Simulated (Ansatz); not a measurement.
Z-matrix (Å, degrees):
```
C
Hf 1 2.208
H 1 1.097 2 110.7
H 1 1.097 2 111.0 3 119.1
H 1 1.096 2 113.0 3 -120.3
C 2 2.208 1 105.1 3 -57.2
F 2 1.905 1 108.9 3 59.4
F 2 1.905 1 109.0 3 -173.7
H 6 1.096 2 113.0 1 -177.5
H 6 1.097 2 110.7 1 -57.2
H 6 1.097 2 111.0 1 61.9
```

Total charge 0; spin multiplicity 1. Hf: def2 effective core potential.

Problem. List the r2SCAN/def2-TZVPP orbital energies in eV (Ansatz 0.2.0). (Estimate.)

Solution. Computed: Occupied: -665.74, -665.74, -272.38, -272.38, -66.17, -35.91, -35.37, -34.93, -29.76, -29.21, -17.65, -17.52, -11.15, -10.97, -10.61, -10.52, -10.36, -10.19, -10.11, -9.99, -9.94, -9.91, -7.35, -6.86. Lowest empty: -1.47, -1.11, -0.27, -0.09, -0.02, 0.24, 2.02, 2.25.
